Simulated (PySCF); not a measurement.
Benzo[b]thiophene, C8H6S.
SMILES with atom numbers: `[cH:1]1[cH:2][cH:3][c:4]2[s:5][cH:6][cH:7][c:8]2[cH:9]1` (hydrogens: H10 on C1; H11 on C2; H12 on C3; H13 on C6; H14 on C7; H15 on C9)

All values: PBE0/pcSseg-1 and PBE0/def2-SVPD (PySCF, non-relativistic), on one gas-phase PBE0-D3(BJ)/def2-SVP geometry that isn't relaxed in the solvent. The solvent is an IEF-PCM continuum (Bondi radii, 1.10 Å for H, scaled by 1.2). Specific hydrogen bonds and non-electrostatic terms are outside this model.

Gas phase at PBE0/pcSseg-1: HOMO -6.42 eV, LUMO -0.89 eV, dipole 0.61 D.

**Question.** What does the continuum do to the energy, the frontier levels and the dipole at PBE0/pcSseg-1 in chloroform and methanol?

**Answer.** 
```tsv
solvent	ε	E(solvent) − E(gas) (kcal/mol)	polarisation term (kcal/mol)	distortion of the solute (kcal/mol)	HOMO (eV)	LUMO (eV)	dipole (D)
chloroform	4.711	-3.03	-3.29	0.26	-6.44	-0.90	0.75
methanol	32.61	-4.34	-4.89	0.55	-6.48	-0.93	0.81
```

The polarisation term is half the interaction of the solute with the surface charges that it induces; the rest is the cost of distorting the solute's density. The sum is the electrostatic part of solvation alone. From chloroform to methanol the lowering changes by a factor 1.43, Onsager's factor (ε − 1)/(2ε + 1) by 1.34 and ε itself by 6.9.

**Question.** Which ESP-fitted charges (PBE0/pcSseg-1) respond most in chloroform (means over atoms taken as equivalent)?

**Answer.** 
| atoms | environment | gas (e) | solvent (e) | change |
| --- | --- | --- | --- | --- |
| C7 | aromatic CH carbon | -0.477 | -0.498 | -0.021 |
| C9 | aromatic CH carbon | -0.417 | -0.436 | -0.019 |
| H14 | aromatic hydrogen | +0.235 | +0.253 | +0.018 |
| H13 | aromatic hydrogen | +0.225 | +0.241 | +0.016 |
| C4 | ring-fusion aromatic carbon | -0.064 | -0.079 | -0.015 |
| H15 | aromatic hydrogen | +0.196 | +0.211 | +0.015 |
| H12 | aromatic hydrogen | +0.188 | +0.201 | +0.013 |
| H10 | aromatic hydrogen | +0.131 | +0.142 | +0.011 |
| C2 | aromatic CH carbon | -0.279 | -0.289 | -0.010 |
| H11 | aromatic hydrogen | +0.172 | +0.182 | +0.010 |
| C1 | aromatic CH carbon | -0.022 | -0.029 | -0.007 |
| C6 | aromatic CH next to a ring sulfur | -0.177 | -0.183 | -0.006 |

**Question.** How do the nuclear quadrupole coupling constants eQVzz/h respond in chloroform?

**Answer.** 
| nucleus | Q (barn) | gas (MHz) | solvent (MHz) | η gas | η solvent |
| --- | --- | --- | --- | --- | --- |
| 33S at S5 | -0.06781 | -31.94 | -31.71 | 0.82 | 0.81 |

Gas phase at PBE0/def2-SVPD: HOMO -6.40 eV, LUMO -0.91 eV, dipole 0.66 D.

**Question.** What does the continuum do to the energy, the frontier levels and the dipole at PBE0/def2-SVPD in chloroform and methanol?

**Answer.** 
```json
{"solvent": "chloroform", "ε": "4.711", "E(solvent) − E(gas) (kcal/mol)": "-2.78", "polarisation term (kcal/mol)": "-3.06", "distortion of the solute (kcal/mol)": "0.28", "HOMO (eV)": "-6.42", "LUMO (eV)": "-0.91", "dipole (D)": "0.84"}
{"solvent": "methanol", "ε": "32.61", "E(solvent) − E(gas) (kcal/mol)": "-4.00", "polarisation term (kcal/mol)": "-4.61", "distortion of the solute (kcal/mol)": "0.61", "HOMO (eV)": "-6.45", "LUMO (eV)": "-0.93", "dipole (D)": "0.91"}
```

**Question.** How does the static polarisability (PBE0/def2-SVPD, frozen core, with the continuum's full static response) change?

**Answer.** 
```json
{"medium": "gas", "isotropic (au)": "109.5", "principal values (au)": "62.0, 115.4, 151.1", "⟨r²⟩ of the electrons (bohr²)": "1211.7"}
{"medium": "chloroform", "isotropic (au)": "144.2", "principal values (au)": "79.0, 153.1, 200.6", "⟨r²⟩ of the electrons (bohr²)": "1210.2"}
{"medium": "methanol", "isotropic (au)": "160.7", "principal values (au)": "90.0, 170.8, 221.5", "⟨r²⟩ of the electrons (bohr²)": "1209.5"}
```

The isotropic value in methanol is 1.47 times the gas-phase one; no cavity-field correction is applied. ⟨r²⟩ is taken about the centre of nuclear charge.
